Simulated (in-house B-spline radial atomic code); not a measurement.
A calculation on Hf VIII (Hf7+) (with a hole in an inner shell): its settings, and results tabulated from the run. Computed with a radial B-spline atomic code at the basis-set limit: Dirac-Hartree-Fock, average of the jj configuration, Fermi nucleus of rms radius 5.347 fm.

In the input, a minus or plus after the letter marks the j = l - 1/2 or j = l + 1/2 subshell.

Command:
```bash
python run_scf.py task.json out
```
Settings (nuclear radius in fm, mass in u):
```
Z                72
configuration    1s2 2s2 2p6 3s2 3p6 3d-3 3d+6 4s2 4p6 4d10 4f13 5s2 5p5
hamiltonian      dirac
method           hf
spin_polarised   False
nucleus          fermi
rms_radius       5.347
atomic_mass      179.94656
speed_of_light   137.035999084
```

Output (hartree, bohr):
```
 radial grid: 67 intervals, B-splines of order 8, outer radius 18.8312 bohr

 iter        energy (Eh)    residual
    1      -14959.320697    1.09e+00
    2      -14982.094657    1.61e+00
    3      -15011.933989    2.69e-01
    4      -15013.056596    1.03e-01
    5      -15013.132700    1.37e-02
    6      -15013.135175    1.19e-02
    7      -15013.136791    8.08e-04
    8      -15013.136800    3.42e-04
    9      -15013.136801    1.22e-05
   10      -15013.136801    3.35e-07

 total energy                    -15013.13680
 kinetic                           16791.6419
 electron-nucleus                 -37097.5579
 electron-electron                  5292.7792

 first-order corrections (not in the total)
   Gaunt                            17.3412
   retardation                      -1.8358
   frequency dependence             -0.2911
   self-energy                      12.6242
   Uehling                          -2.2977
   Wichmann-Kroll                    0.0875
   recoil                            0.0287

 orbital      occ     eigenvalue          <r>       <r^2>       <1/r>     <1/r^3>       r_max    small
 1s1/2      2.000     -2423.2387    0.0189869 0.000495054      83.774           -      0.0119  7.33e-02
 2s1/2      2.000      -424.8225    0.0796705  0.00756467     20.3351           -     0.06819  1.66e-02
 2p1/2      2.000      -405.0640    0.0661408  0.00543423     20.2613           -     0.05096  1.66e-02
 2p3/2      4.000      -361.3094    0.0738394  0.00663719     17.2263     14825.5     0.05756  1.51e-02
 3s1/2      2.000      -103.0261     0.206816   0.0490404     7.50772           -      0.1915  5.49e-03
 3p1/2      2.000       -94.1763     0.197036   0.0452298     7.40408           -      0.1798  5.41e-03
 3p3/2      4.000       -84.7859     0.210961   0.0516585     6.63391      3371.7      0.1931  5.00e-03
 3d3/2      3.000       -70.5137     0.186265   0.0408846     6.48066     573.303      0.1519  4.82e-03
 3d5/2      6.000       -68.4817     0.189321   0.0419574     6.32384     497.756      0.1554  4.74e-03
 4s1/2      2.000       -25.2820     0.463836    0.242854      3.1426           -      0.4346  1.78e-03
 4p1/2      2.000       -21.6508     0.470481    0.251956     3.03042           -      0.4354  1.69e-03
 4p3/2      4.000       -19.3977     0.500454    0.284851     2.77437     774.254      0.4626  1.55e-03
 4d3/2      4.000       -13.3963     0.517348     0.31063     2.58687     121.504      0.4614  1.39e-03
 4d5/2      6.000       -13.0093     0.528096    0.322678     2.50073     98.9538      0.4688  1.32e-03
 4f5/2      5.571        -5.4674      0.59176    0.427496     2.09492     18.7472      0.4374  9.66e-04
 4f7/2      7.429        -5.4274     0.595762    0.433269     2.08006      18.239        0.44  9.58e-04
 5s1/2      2.000        -6.6179      1.07512     1.28972      1.2439           -      0.9877  4.12e-04
 5p1/2      1.667        -5.4097      1.15358     1.49052     1.14872           -       1.049  3.62e-04
 5p3/2      3.333        -5.0284      1.22367     1.67473     1.06724     126.145       1.115  3.26e-04
```

Time taken, with all properties: 1.5 s on 1 thread of Arm Neoverse V1, on a shared host.

For the Dirac Hamiltonian the kinetic term is c α·p + (β - 1)c².
